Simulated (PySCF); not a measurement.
CH₂F₃Ga, SMILES F[C](F)(F)[GaH2].

Coordinates come from a PBE0-D3(BJ)/def2-SVP optimisation. The structure was generated by enumeration; whether it is a known compound was not checked.

The numbers are results of B3LYP/def2-TZVP (PySCF), not measurements.

Gas-phase values at a fixed geometry.

```yaml
total_energy: -2263.87006 hartree
point_group: Cs
highest_occupied_level: -8.43 eV
lowest_empty_level: -2.57 eV
orbital_gap: 5.86 eV
dipole_moment: 0.448 e·Å
quadrupole, principal values (traceless, Buckingham form, about the centre of nuclear charge): -2.57, -2.23, 4.81 D·Å
mean_static_polarisability: 41.8 bohr³ (6.19 Å³)
polarisability_principal_values: 33.7, 44.1, 47.6 bohr³
```
